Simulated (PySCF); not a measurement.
C₄H₈O₂Si, SMILES CC(=O)[SiH2]CC=O, GFN2-xTB optimised geometry.

```
15

C      1.92    -1.63    -0.01
C      0.52    -1.24    -0.36
O     -0.26    -2.01    -0.88
Si     0.00     0.59     0.00
C     -1.91     0.59     0.00
C     -2.37     2.00     0.00
O     -2.62     2.65     0.98
H      2.14    -2.65    -0.32
H      2.62    -0.94    -0.49
H      2.05    -1.54     1.06
H      0.54     1.42    -1.08
H      0.55     1.02     1.29
H     -2.26     0.08     0.90
H     -2.26     0.06    -0.88
H     -2.43     2.45    -1.01
```

Density from PySCF with PBE0/def2-TZVP at that geometry.

Minimum of the electron density along straight lines between bonded atoms, close to the bond critical point (lines longer than 1.1 times the sum of covalent radii, or with two minima, are not listed):

```
bond     length / Å  ρ at the minimum / e bohr⁻³  ∇²ρ there / e bohr⁻⁵  position (fraction from the first atom)
-------  ----------  ---------------------------  --------------------  ---------------------------------------
C1–C2         1.502                        0.263            (withheld)                                     0.49
C2–O3         1.209                        0.419                  0.03                                     0.33
C2–Si4        1.934                        0.115                  0.12                                     0.62
Si4–C5        1.912                        0.112            (withheld)                                     0.39
C5–C6         1.478                        0.273                 -0.74                                     0.49
C6–O7         1.202                        0.427            (withheld)                                     0.33
C1–H8         1.088                        0.280                 -0.97                                     0.65
C1–H9         1.087                        0.276                 -0.94                                     0.64
C1–H10        1.088                        0.276                 -0.94                                     0.64
Si4–H11       1.467                        0.124                  0.19                                     0.49
Si4–H12       1.463                        0.126                  0.18                                     0.49
C5–H13        1.090                        0.275                 -0.93                                     0.65
C5–H14        1.088                        0.276                 -0.93                                     0.64
C6–H15        1.109                        0.278                 -0.98                                     0.65
```

Question: Fill in the missing entries.

Answer: 
- C1–C2, ∇²ρ there / e bohr⁻⁵: -0.69
- Si4–C5, ∇²ρ there / e bohr⁻⁵: 0.14
- C6–O7, ∇²ρ there / e bohr⁻⁵: 0.05
